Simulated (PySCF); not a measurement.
# Correlation energy of Ne (neon, neutral)

[Ne], closed-shell 1S. All numbers are calculated (PySCF 2.14, the non-relativistic Hamiltonian (point nucleus), in pcseg-2 (4s3p2d1f, 30 functions)). Frozen: 1s2; 8 electrons correlated.

MP2 pair energies summed by pair of shells (mhartree):

```tsv
pair	energy	share (%)
2p-2p	-183.20	73.6
2s-2p	-57.29	23.0
2s-2s	-8.59	3.4
```

Total MP2 correlation energy: -249.08 mhartree.

Same-spin part -66.17 and opposite-spin part -182.91 mhartree; SCS-MP2 scales them by 1/3 and 6/5 to -241.55 mhartree.

```json
{"level": "CCSD", "correlation energy (mhartree)": "-251.90"}
{"level": "(T)", "correlation energy (mhartree)": "-4.01"}
{"level": "CCSD(T)", "correlation energy (mhartree)": "-255.91"}
```

Diagnostics: T1 = 0.0077, D1 = 0.0119, largest double amplitude 0.029.

Problem. Is a single reference adequate?

Solution. Yes: T1 lies below 0.03 and no double amplitude reaches 0.07.
